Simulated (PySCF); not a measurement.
# Frontier levels across methods

C2Cl4F2.
Cartesian coordinates in Å at the PBE0-D3(BJ)/def2-SVP level; atoms count from 1:
```xyz
8
C2Cl4F2 angstrom
F      1.2549    0.7015   -1.0472
C      0.7522    0.2136    0.0875
Cl     1.7074   -1.1890    0.5732
Cl     0.7947    1.4568    1.3295
C     -0.7183   -0.2362   -0.2100
F     -0.6620   -1.1771   -1.1529
Cl    -1.6365    1.1360   -0.8337
Cl    -1.4833   -0.8963    1.2289
```

Basis pcSseg-1 throughout (PySCF), one geometry. Geometry: PBE0-D3(BJ)/def2-SVP, one conformer, isolated molecule.

Task: How do the orbital energies, the gap and the dipole change with the method?

Result: 
```
   method                    kind  HOMO (eV)  LUMO (eV)  gap (eV)  μ (D)  SCF cycles
    B97-D                     GGA      -7.90      -1.83      6.06   0.56          15
     OPBE                     GGA      -7.93      -1.82      6.10   0.45          15
     BP86                     GGA      -8.00      -2.02      5.99   0.53          14
      KT3                     GGA      -8.01      -1.96      6.05   0.53          15
      KT2                     GGA      -8.01      -2.02      5.99   0.57          15
     PBE0           global hybrid      -9.40      -0.83      8.57   0.67          14
CAM-B3LYP  range-separated hybrid     -10.76       0.42     11.18   0.72          12
  LC-wPBE  range-separated hybrid     -12.25       1.64     13.89   0.66          14
```

The HOMO spans 4.35 eV, from B97-D down to LC-wPBE, and the gap runs from 5.99 eV (BP86) to 13.89 eV (LC-wPBE). The dipole ranges from 0.45 D (OPBE) to 0.72 D (CAM-B3LYP). This basis has no diffuse functions.

The vertical ΔSCF ionisation energy at PBE0/def2-SVPD is 11.30 eV; −ε(HOMO) comes closest to it with CAM-B3LYP (10.76 eV).
